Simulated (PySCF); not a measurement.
H5Cl2NO3Si2, SMILES N([Si](O)(O)O)[SiH](Cl)Cl, singlet (PBE0/def2-SVP optimised geometry):

```
13

Si    -2.105    -1.124     0.000
Cl    -2.795     0.836     0.000
Cl    -2.707    -2.027    -1.754
N     -0.391    -1.124     0.000
Si     0.578    -0.278     1.148
O      2.019    -1.046     1.338
O     -0.407    -0.311     2.475
O      0.975     1.277     0.735
H     -2.766    -1.810     1.127
H      0.069    -1.565    -0.792
H      2.795    -0.480     1.277
H     -0.262     0.358     3.149
H      0.254     1.810     0.381
```

Calculation: PBE0/def2-TZVP in PySCF.

Problem. What are the frontier orbital energies and the dipole moment?

Solution. HOMO-2 -9.21 eV, HOMO-1 -9.14 eV, HOMO -8.35 eV, LUMO 0.21 eV, LUMO+1 0.56 eV; dipole moment 2.26 D.

On the same geometry PBE/def2-TZVP in PySCF gives HOMO-2 -7.79 eV, HOMO-1 -7.55 eV, HOMO -6.87 eV, LUMO -0.68 eV, LUMO+1 -0.42 eV; dipole moment 2.25 D.

Meta-Löwdin charges at PBE0/def2-TZVP: Si1 0.95, Cl2 -0.32, Cl3 -0.29, N4 -0.83, Si5 1.52, O6 -0.76, O7 -0.76, O8 -0.77, H9 -0.09, H10 0.27, H11 0.36, H12 0.36, H13 0.36.
